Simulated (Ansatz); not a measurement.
```yaml
crystal:
  periodic: [false, false, false]
  atoms:
    - {symbol: O, position_ang: [-1.470073, 0.841186, 0.733879]}
    - {symbol: Al, position_ang: [-0.117323, -0.257761, 0.260230]}
    - {symbol: O, position_ang: [0.821419, -0.912720, 1.639183]}
    - {symbol: O, position_ang: [-0.211936, -1.159726, -1.306639]}
    - {symbol: O, position_ang: [0.900118, 1.233877, -0.739120]}
    - {symbol: H, position_ang: [-1.786766, 0.879307, 1.684579]}
    - {symbol: H, position_ang: [1.510357, -1.629976, 1.514177]}
    - {symbol: H, position_ang: [-0.695130, -2.024695, -1.447620]}
    - {symbol: H, position_ang: [0.302459, 2.047372, -0.628270]}
    - {symbol: H, position_ang: [0.834235, 0.929376, -1.707248]}
basis:
  gaussian: {orbitals: aug-cc-pVDZ}
total_charge: 4
hamiltonian: {xc: {name: HF}}
correlation: {method: rpa}
```

```sh
$ ansatz run in.yaml --threads 4 --pin off --events-out ev --progress --plain --max-ram 10444MiB
```

It prints (some lines left out):

```
Functional definition: HF
1564 factors; integrals over basis functions are off by at most 9.4e-4 eV
mean field evaluation 1: about -14696.0827 eV, gradient 1.3e2 eV
mean field evaluation 2: about -14696.0823 eV, gradient 1.3e2 eV
mean field evaluation 4: about -14723.8637 eV, gradient 5.7e1 eV
mean field evaluation 8: about -14732.8404 eV, gradient 6.7e0 eV
mean field evaluation 16: about -14733.1946 eV, gradient 5.5e-1 eV
mean field evaluation 32: about -14733.1205 eV, gradient 3.9e0 eV
mean field evaluation 64: about -14732.6861 eV, gradient 1.7e0 eV
mean field evaluation 128: about -14732.8994 eV, gradient 5.3e-1 eV
mean field evaluation 160: about -14733.2189 eV, gradient 2.5e-4 eV
mean field -14733.21887615 eV, -541.4358071639 hartree, gradient 2.4e-6 eV, S^2 0.000000; 9 other end points of the search recorded, 0 dependent functions left out; unrestricted orbitals would lower it
unrestricted determinant -14746.00080919 eV, -541.9055345396 hartree, S^2 2.0252
9 core orbitals not correlated: weight in the atoms' cores, before any rotation towards them, 1.000 or more for the frozen orbitals, at most 0.000 for the correlated occupied ones
reference -14733.21887615 eV, -541.4358071639 hartree; 14, 14 occupied and 141, 141 virtual orbitals, 1564 factors
Total energy: -14759.97891745 eV, -542.4192205431 hartree
```

In this input the charge is far from anything that the molecule holds. The run converged. The result belongs to that input, not to the molecule as meant.
